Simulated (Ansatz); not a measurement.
Geometry optimisation, Ansatz, RKS B3LYP-D4/def2-SVP.

input.yaml

```yaml
crystal:
  periodic: [false, false, false]
  atoms:
    - { symbol: W, position_ang: [0.0, 0.0, 0.0] }
    - { symbol: F, position_ang: [0.9293, 0.0, 1.8273] }
    - { symbol: H, position_ang: [1.7303, 0.0, 0.8322] }
    - { symbol: H, position_ang: [0.0, 1.72, 0.0] }
    - { symbol: H, position_ang: [-1.72, 0.0, 0.0] }
    - { symbol: Cl, position_ang: [0.0, -2.39, 0.0] }
    - { symbol: H, position_ang: [0.0, 0.0, -1.72] }
basis:
  gaussian: { orbitals: def2-SVP }
hamiltonian:
  xc: b3lyp
  dispersion: d4
relax:
  f_tol: 0.15
  max_steps: 25
  restrain:
    - { distance: [1, 2], at: 2.12, k: 30.0 }
    - { distance: [0, 1], at: 1.85, k: 30.0 }
    - { distance: [0, 2], at: 1.72, k: 30.0 }
```

Launched with:

```bash
$ ansatz run input.yaml --threads 1 --pin off --max-ram 2048MiB --backend cpu --events-out ev --progress --plain --runs-dir out
```

Q: Where does it end, and by what steps?

A: The forces met the threshold. The restraints hold the end off the free minimum. After 14 steps the energy has fallen by 5.659 eV (the restraints' own energy left out); H7 moved furthest, 1.04 Å.

```json
{"step": "0", "energy less start (eV)": "0.0000", "largest force component (eV/Å)": "4.510", "accepted": "yes"}
{"step": "1", "energy less start (eV)": "-1.1429", "largest force component (eV/Å)": "3.443", "accepted": "yes"}
{"step": "2", "energy less start (eV)": "-2.3299", "largest force component (eV/Å)": "2.145", "accepted": "yes"}
{"step": "3", "energy less start (eV)": "-3.4867", "largest force component (eV/Å)": "1.494", "accepted": "yes"}
{"step": "4", "energy less start (eV)": "-4.4752", "largest force component (eV/Å)": "1.022", "accepted": "yes"}
{"step": "5", "energy less start (eV)": "-5.1421", "largest force component (eV/Å)": "0.904", "accepted": "yes"}
{"step": "6", "energy less start (eV)": "-5.2648", "largest force component (eV/Å)": "0.829", "accepted": "yes"}
{"step": "7", "energy less start (eV)": "-5.3853", "largest force component (eV/Å)": "0.775", "accepted": "yes"}
{"step": "8", "energy less start (eV)": "-5.4736", "largest force component (eV/Å)": "0.752", "accepted": "yes"}
{"step": "9", "energy less start (eV)": "-5.6199", "largest force component (eV/Å)": "0.704", "accepted": "yes"}
{"step": "10", "energy less start (eV)": "-5.6281", "largest force component (eV/Å)": "0.429", "accepted": "yes"}
{"step": "11", "energy less start (eV)": "-5.5907", "largest force component (eV/Å)": "0.933", "accepted": "no"}
{"step": "12", "energy less start (eV)": "-5.6515", "largest force component (eV/Å)": "0.774", "accepted": "yes"}
{"step": "13", "energy less start (eV)": "-5.6552", "largest force component (eV/Å)": "0.652", "accepted": "yes"}
{"step": "14", "energy less start (eV)": "-5.6595", "largest force component (eV/Å)": "0.632", "accepted": "yes"}
```

```xyz
7
Properties=species:S:1:pos:R:3
W 0.028 -0.248 0.347
F 0.717 -0.134 2.069
H 1.388 0.761 0.247
H -0.210 1.112 -0.615
H -1.512 0.457 0.378
Cl -0.295 -2.398 -0.364
H 0.823 -0.219 -1.123
```

Run time: 66 s on 1 thread of Arm Neoverse V2, with other jobs on the host, peak memory 0.17 GiB.
